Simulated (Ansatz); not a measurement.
Consider the redistribution: `O[SiH](F)[AlH2]` + `CCC[TeH]` → `[AlH2][CH2]C[TeH]` + `C[SiH](O)F`.

Isolated molecules relaxed with PBE0-D4/def2-TZVP in Ansatz; ΔE leaves out vibrations. CBS: MP2 limit from def2 TZ/QZ plus the TZ coupled-cluster correction, frozen cores. DFT in def2-TZVPP. def2 core potentials past Kr. For Te outer-core shells are correlated without core-valence functions, which leaves a few kJ/mol of doubt a bond. One conformer a species, not always the lowest.

Problem. Is it downhill or uphill in electronic energy at CCSD(T)/CBS, and by how much? (Estimate.)

Solution. The calculation gave: Downhill: ΔE = -57.4 kJ/mol.

Problem. What do these levels give: ωB97X-V, ωB97M-V, MP2/def2-TZVPP, SCS-MP2/def2-TZVPP, MP2/def2-QZVPP, HF/CBS(def2)? (Best estimate.)

Solution. Computed: ωB97X-V -53.1, ωB97M-V -65.2, MP2/def2-TZVPP -64.8, SCS-MP2/def2-TZVPP -58.8, MP2/def2-QZVPP -65.9, HF/CBS(def2) -52.4 kJ/mol.

Largest T1 diagnostic among the species: 0.012.

In def2-TZVPP, CCSD(T) changes the Hartree–Fock value by −4.0 kJ/mol (the triples alone add −1.0 kJ/mol) and MP2 by −13.0 kJ/mol.
